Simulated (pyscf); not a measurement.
F–GeH•–GeH₃, doublet

Gas-phase minimum from PySCF at ωB97X-D3(BJ)/def2-SVP, one conformer. Other isomers of F–GeH•–GeH₃ were not searched in full and may lie lower. 

SMILES: [F][GeH][GeH3]
```xyz
7

F      0.6048     2.7057    -1.8029
Ge     0.7805     1.5233    -0.5140
Ge    -0.7351    -0.2844    -1.0655
H      0.4098     2.3026     0.7774
H     -2.1834     0.2247    -1.1385
H     -0.3244    -0.8739    -2.4198
H     -0.6225    -1.3633     0.0218
```
Charge 0, spin multiplicity 2.

Bond lengths (Å): F1–Ge2 1.758, Ge2–Ge3 2.422, Ge2–H4 1.553, Ge3–H5 1.537, Ge3–H6 1.533, Ge3–H7 1.536. Bond angles (°): F1–Ge2–Ge3 105.8, F1–Ge2–H4 104.4, Ge3–Ge2–H4 114.5, Ge2–Ge3–H5 110.7, Ge2–Ge3–H6 108.7, Ge2–Ge3–H7 108.5, H5–Ge3–H6 109.7, H5–Ge3–H7 109.6, H6–Ge3–H7 109.6.

Properties at ωB97X-D3(BJ)/def2-SVP:

```yaml
harmonic_wavenumbers_unscaled: 79, 115, 270, 386, 471, 583, 696, 720, 812, 895, 899, 2090, 2177, 2190, 2204 cm⁻¹
zero_point_energy: 20.9 kcal/mol
rotational_symmetry_number: 1
Entropy of this conformer at 298 K and 1 atm, rigid rotor and harmonic oscillator, modes under 100 cm⁻¹ raised to 100: 338.9 J/(mol K)
dipole_moment: 2.09 D
Spin expectation value S2: 0.753
```

Single-point totals, which compare only within one level:

```tsv
level	total energy (hartree)
ωB97X-D3(BJ)/def2-TZVP	-4256.21736
PBE/def2-TZVP	-4255.56427
r²SCAN/def2-TZVP	-4256.23801
B3LYP-D3(BJ)/def2-TZVP	-4256.40377
PBE0-D3(BJ)/def2-TZVP	-4255.67819
M06-2X/def2-TZVP	-4256.26038
ωB97M-D3(BJ)/def2-TZVP	-4256.34972
```

Soft torsions are taken as harmonic, which can shift the entropy by several J/(mol K). Elements up to Kr have no core potential and no relativistic terms here.
